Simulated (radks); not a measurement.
Al6+, configuration [He] 2s2 2p3. Method: scalar-relativistic Kohn-Sham, AM05, spin-unpolarised, spherical densities, finite nucleus; Fermi nuclear charge, rms radius 3.061 fm; computed with a radial shooting solver on a logarithmic mesh with Libxc functionals. Some entries of the table are withheld. Estimate them.

orbital,occ.,eigenvalue (hartree),<r> (bohr),<r^2> (bohr^2)
1s,2,-61.96497,0.1202,0.01945
2s,2,(1),0.5684,0.3810
2p,3,(2),0.5149,(3)
3s,0,-3.07970,1.519,2.624
3p,0,(4),(5),2.746

Answer. 
(1) 2s eigenvalue (hartree): -9.19759
(2) 2p eigenvalue (hartree): -7.94559
(3) 2p <r^2> (bohr^2): 0.3258
(4) 3p eigenvalue (hartree): -2.74521
(5) 3p <r> (bohr): 1.544
